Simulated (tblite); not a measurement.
Start geometry of `FC(F)(F)C(F)([SiH3])[SiH3]` from a force field or distance geometry (Å):
```
atom  x, y, z in Å
F1     0.0219    0.7486    1.9340
C2    -0.1125    1.3064    0.6560
F3    -1.3534    1.8866    0.5029
F4     0.9160    2.1983    0.5144
C5    -0.0562    0.2172   -0.3922
F6    -0.1863    0.8540   -1.6137
Si7    1.6177   -0.5538   -0.2776
Si8   -1.4680   -0.9539   -0.2133
H9     2.5818    0.5547   -0.1780
H10    1.9895   -1.3401   -1.4456
H11    1.7967   -1.3650    0.9620
H12   -2.2291   -0.9291   -1.4877
H13   -2.3955   -0.3342    0.7916
H14   -1.1235   -2.2902    0.2251
```

Problem. What comes out of this run: GFN2-xTB geometry optimisation, gas phase in tblite 0.8.0?

Solution. 
```
atom  x, y, z in Å
F1     0.0725    0.5313    1.9869
C2    -0.0929    1.2064    0.8303
F3    -1.2514    1.8751    0.9595
F4     0.8704    2.1432    0.8105
C5    -0.0542    0.2557   -0.3284
F6    -0.2316    1.0314   -1.4872
Si7    1.7111   -0.5141   -0.4513
Si8   -1.5781   -0.9239   -0.2214
H9     2.6619    0.5778   -0.6230
H10    1.6490   -1.3662   -1.6348
H11    1.9214   -1.2715    0.7787
H12   -1.4687   -1.7591   -1.4133
H13   -2.7816   -0.1007   -0.2429
H14   -1.4284   -1.6860    1.0143
```

The energy falls by 65.8 kJ/mol over 142 L-BFGS steps, the largest force on an atom goes from 2.86 to 0.008 eV/Å, and the atoms move by 0.570 Å rms after alignment. The bond that changes most is C5–Si8 (sp3 C–F carbon to SiH3 silicon), which lengthens by 0.087 Å. Bonds longer at the end by more than 0.005 Å: 4 of 13; shorter: 8. Among the angles that change most is C5–Si7–H10, from 114.0° to 104.2°. Among the dihedrals that turn most is Si7–C5–Si8–H12, from -117° to -57°. Rotational constants go from 1555, 1415, 1116 to 1513, 1383, 1054 MHz. The orientation of the end geometry is arbitrary; only internal coordinates are fixed.

Time: 0.93 s of wall time. Hardware: one thread, Arm Neoverse V1 (aarch64), shared host.

Its GFN2-xTB frequencies are all real (lowest 35 cm⁻¹). 2 starts were optimised and ended at 0.00 and 0.02 kcal/mol (GFN2-xTB); the lowest of these is shown.

All values are computed, not measured.
